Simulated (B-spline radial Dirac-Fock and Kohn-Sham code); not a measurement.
**K-line shifts caused by a second vacancy in Hg⁶²⁺**

System: Hg⁶²⁺, configuration [Ne] 3s2 3p6.

Model: multi-electron Dirac-Fock with separately optimised hole states, Breit and Lamb-shift corrections added in first order. Program: an atomic code on a B-spline grid. Each two-hole energy is an average over J within one jj subconfiguration, not an observable level; in light atoms, where LS coupling holds, the j-resolved values are not observed lines, and for a K spectator the Kα1 hypersatellite is nearly forbidden. Correlation energy is missing from these numbers.

Lines without a spectator: Kα2 (K-L2) 69001.4 eV, Kα1 (K-L3) 70961.9 eV, Kβ3 (K-M2) 80571.1 eV, Kβ1 (K-M3) 81080.5 eV. Shifts in eV with one spectator hole (a dash: not computed, or left out as unreliable):

```tsv
spectator hole	Kα2	Kα1	Kβ3	Kβ1
K (1s)	+1110.2	+1211.8	+1455.2	+1482.3
L2 (2p1/2)	+152.1	+209.2	–	+394.3
L3 (2p3/2)	+107.6	+122.2	+285.6	–
M2 (3p1/2)	–	+42.2	+83.1	+96.9
M3 (3p3/2)	+22.29	–	+69.8	+72.3
```
